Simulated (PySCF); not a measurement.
## IrN₂⁻, quintet: computed properties

Computed with UB3LYP/[Ir def2-SVPD with ECP60, N def2-SVPD], scalar-relativistic core potentials, density fitting, no spin–orbit coupling, PySCF.

The structure is a minimum.

```
Point group                                                                   : C2v
Bond lengths                                                                  : Ir–N 1.795 Å (×2)
Bond angles                                                                   : N–Ir–N 109.0°
Rotational constants                                                          : 0.6348, 0.2819, 0.1952 cm⁻¹
Rotational symmetry number                                                    : 2
Zero-point energy                                                             : 9.8 kJ/mol
Dipole moment about the centre of mass                                        : 2.57 D
Highest occupied level (α)                                                    : 0.52 eV
Spin squared ⟨S²⟩                                                             : 6.040
Entropy at 298.15 K and 1 bar (electronic part: spin only)                    : 292.0 J/(mol K)
Principal quadrupole moments (Buckingham, traceless) about the centre of mass : -6.15, 2.18, 3.97 D Å
Lowest empty level (β)                                                        : 1.75 eV
Enthalpy at 298.15 K above 0 K                                                : 11.90 kJ/mol
Heat capacity Cp at 298.15 K                                                  : 47.9 J/(mol K)
Principal polarisabilities                                                    : 62.8, 71.3, 80.5 bohr³
```

Harmonic modes (masses in u: Ir 192.963, N 14.003):
```
symmetry  ω (cm⁻¹)  IR (km/mol)  μ (u)
      a1       246          6.7  15.12
      b2       532          2.2  15.24
      a1       863         32.2  14.65
```

In C2v the vibrations span 2a1 + b2. Here b1 is antisymmetric to the molecular plane and b2 lies in it.

Charges (e); Mulliken and Löwdin values are unreliable with diffuse functions:
```json
{"atom": "Ir1", "Mulliken": "-0.36", "Löwdin": "-0.32", "polar tensor": "-0.29", "spin (Mulliken)": "1.18", "Mayer order to Ir1": "–"}
{"atom": "N2,3", "Mulliken": "-0.32", "Löwdin": "-0.34", "polar tensor": "-0.35", "spin (Mulliken)": "1.41", "Mayer order to Ir1": "1.79"}
```

Mulliken populations on Ir1 (electrons outside its core potential): s 3.38, p 6.49, d 7.45, f 0.04.

Outer orbital energies (eV). α occupied: -4.72, -4.05, -3.89, -2.62, -1.08, -0.76, -0.35, 0.52; empty: 3.83, 4.33, 5.51, 6.40. β occupied: -13.28, -12.82, -3.91, -3.84, -2.79, -2.74, -2.10, -0.54; empty: 1.75, 2.52, 2.64, 4.52.

The highest occupied level lies above zero, a sign of self-interaction error or too small a basis; response properties are unreliable. Other isomers or separated fragments may lie lower. With open d or f shells other occupations or spin states may lie lower. The lowest empty level of this anion is unbound, so it and the gap depend on the basis. At this level a broken-symmetry Ms = 0 minimum of C∞v symmetry lies 308 kJ/mol below this structure. Spin–orbit coupling, left out here, can matter for elements this heavy.

The final relaxation and frequency run took roughly 50 core-seconds on a shared host.
